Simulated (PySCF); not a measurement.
NICS in isomers of C5H5OPS.

Probes without a nucleus sit at each ring's centroid and 1 Å off its mean plane on both sides; NICS is minus the shielding there, NICSzz its component along the normal. Level: GIAO PBE0/pcSseg-1 (PySCF, non-relativistic, gas phase) on the GFN2-xTB geometries, one conformer each. Atom numbers follow the mapped SMILES.

Question: Order these rings by mean NICS(1)zz, lowest (most negative) first (ppm).
A. ring C4–P5–C6–C7–S8 in `[CH3:1][C:2](=[O:3])[c:4]1[p:5][cH:6][cH:7][s:8]1`
B. ring C2–C3–P4–C5–S8 in `[CH3:1][c:2]1[cH:3][p:4][c:5]([CH:6]=[O:7])[s:8]1`
C. ring C4–C5–P6–C7–S8 in `[CH3:1][C:2](=[O:3])[c:4]1[cH:5][p:6][cH:7][s:8]1`

Answer: C (-26.0), A (-24.7), B (-21.7).

```tsv
SMILES	ring	NICS(0)	NICS(1)	NICS(1)zz	HOMA	rms pucker (Å)	ring atoms with four or more neighbours
CC(=O)c1cpcs1	5-membered ring with P and S; formal bonds all aromatic	-11.0	-11.6	-26.0	0.83	0.00	0
CC(=O)c1pccs1	5-membered ring with P and S; formal bonds all aromatic	-10.6	-11.2	-24.7	0.73	0.00	0
Cc1cpc(C=O)s1	5-membered ring with P and S; formal bonds all aromatic	-9.2	-10.3	-21.7	0.76	0.00	0
```

NICS(0) gives the same order. The isotropic NICS(1) gives the same order. HOMA uses Krygowski's 1993 parameters. NICS(1) and NICS(1)zz are means over the two faces.
